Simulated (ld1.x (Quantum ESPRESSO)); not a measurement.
PW91 ultrasoft dataset for iron, scalar-relativistic all-electron reference.

Fe, ultrasoft, made with ld1.x (Quantum ESPRESSO) 7.5 (PW91, scalar-relativistic). Core [Ne], reference 3s2 3p6 3d6 4s2 4p0. Waves: 3s (bound): rcut 1.10, rcutus 1.40 bohr; 4s (bound): rcut 1.10, rcutus 1.40 bohr; 3p (bound): rcut 1.35, rcutus 1.45 bohr; 4p (bound, empty): rcut 1.35, rcutus 1.45 bohr; 3d (bound): rcut 1.45, rcutus 1.75 bohr; 3d channel at 1.1 Ry: rcut 1.45, rcutus 1.75 bohr. Local part: all-electron potential smoothed inside 1.15 bohr (lloc = -1). Core correction: Bessel-smoothed model core inside 1.35 bohr. Augmentation charge: PSQ, inside the norm-conserving radii.

All-electron outer shells of the reference configuration (PW91, scalar-relativistic, ld1.x):

```tsv
shell	level (eV)	outermost node (bohr)	outermost maximum (bohr)
2s	-819.92	0.08	0.22
2p	-698.82	–	0.18
3s	-94.02	0.33	0.70
3p	-60.09	0.30	0.72
3d	-7.58	–	0.71
4s	-5.35	1.00	2.41
4p	-1.37	1.10	3.29
```

Q: Does the generator finish with these settings?

A: Yes, a potential is produced and its reference levels are reproduced.

Q: Is the overlap operator S = 1 + Σ q|β⟩⟨β| positive definite (Bessel basis up to 400 Ry)?

A: No: its lowest eigenvalue is -173.918, in the p channel, so the generalised eigenproblem breaks down once the basis is large enough.

Q: Tests: 3s2 3p6 3d6 4s1 4p0; 3s2 3p6 3d6 4s0 4p0; 3s2 3p6 3d5 4s0 4p0; 3s2 3p6 3d4 4s0 4p0; 3s2 3p5 3d6 4s2 4p0; 3s2 3p6 3d6 4s0 4p1; 3s2 3p6 3d6 4s1.5 4p0. Which has the largest error in its energy relative to the reference configuration, and how large is it?

A: 3s2 3p6 3d4 4s0 4p0, with -200 meV (all-electron minus pseudo) on +112.58 eV.

The ghost test of this file was not conclusive. Its overlap operator is not positive definite in a basis up to 400 Ry (lowest eigenvalue p -173.92), so the file is unfit for use: the generalised eigenproblem breaks down once the basis is large enough, and its test numbers describe a broken file.
